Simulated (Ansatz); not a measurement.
`[F][SnH3]`. Charge 0, multiplicity 1. Sn takes the def2 core potential.

Q: List the harmonic frequencies (cm⁻¹, unscaled) at PBE0-D4/def2-TZVP in Ansatz. (Best estimate.)

A: Ansatz gave: 506, 507, 611, 699, 699, 712, 1972, 1980, 1980.

Q: Is this a minimum?

A: Yes, all 9 modes are real.

Q: Give the ideal-gas thermochemistry at 298.15 K and 1 bar (rigid rotor, harmonic oscillator; point group C3v, symmetry number 3).

A: Zero-point energy 57.8 kJ/mol; H(298) − E = 70.2 kJ/mol; entropy 264.5 J/(mol·K), of which translation 170.6, rotation 83.0, vibration 11.0; G(298) − E = -8.7 kJ/mol.

Q: And at 400, 500, 600, 800 and 1000 K?

A: 
```csv
T (K),H − E (kJ/mol),S (J/mol/K),G − E (kJ/mol)
400,76.6,283.1,-36.6
500,83.7,298.9,-65.7
600,91.4,313.0,-96.3
800,108.2,337.1,-161.4
1000,126.4,357.3,-230.9
```
